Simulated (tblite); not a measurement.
C3H8As (SMILES [CH2][As](C)C), doublet, at a GFN2-xTB geometry; GFN1-xTB (tblite).

The tblite input:
```
$ tblite run mol.xyz --method gfn1 --charge 0 --spin 1 --grad --json tblite.json --no-restart

# file mol.xyz
12

C     -0.23006772     1.67305898    -0.47276520
As    -0.03169729     0.03696667     0.42430225
C      1.64549136    -0.59278425    -0.41758700
C     -1.32840602    -1.05317798    -0.59963945
H      0.57211491     2.39700141    -0.43075230
H     -1.21209566     2.12078496    -0.53997594
H      1.86380277    -1.61129755    -0.10217392
H      2.47309738     0.04712382    -0.11745722
H      1.54992401    -0.56470278    -1.50126901
H     -2.33991879    -0.69798679    -0.41209461
H     -1.11735202    -0.97762798    -1.66455109
H     -1.26566772    -2.09577580    -0.29375005
```

**Question.** Write the output that tblite gives for this input, abridged.

**Answer.** 
```
xTB calculator
 | screened Coulomb repulsion
 | Coulomb electrostatics
 |  * isotropic Klopman-Ohno-Mataga-Nishimoto electrostatics
 |  * onsite third-order electrostatics
 | DFT-D3(BJ) dispersion correction

halogen bonding energy    0.0000000000000E+00 Eh
repulsion energy          1.5592817635847E-01 Eh
dispersion energy        -4.0303700756120E-03 Eh
number of electrons       2.5000000000000E+01 e
integral cutoff           3.1748705921966E+01 bohr

------------------------------------------------------------
  cycle        total energy    energy error   density error
------------------------------------------------------------
      1     -12.68046948724  -1.2832367E+01   5.7218685E-01
      2     -12.01698486765   6.6348462E-01   4.3773330E-01
      3     -11.27378757052   7.4319730E-01   5.1554623E-01
      4     -12.86708403077  -1.5932965E+00   9.1187315E-02
      5     -12.91835450353  -5.1270473E-02   4.9601250E-02
      6     -12.92509437419  -6.7398707E-03   3.4576385E-02
      7     -12.93011707274  -5.0226986E-03   9.1184945E-03
      8     -12.93049442230  -3.7734956E-04   4.0867355E-03
      9     -12.93058755682  -9.3134521E-05   1.0650793E-04
     10     -12.93058754426   1.2565874E-08   6.7526582E-05
     11     -12.93058756743  -2.3176305E-08   7.9734173E-06
------------------------------------------------------------

electronic energy        -1.3082485373716E+01 Eh
total energy             -1.2930587567433E+01 Eh

Post processing:
 | Mayer-Wiberg bond orders

[Info] Tight-binding results written to 'tblite.txt'
[Info] JSON dump of results written to 'tblite.json'
```
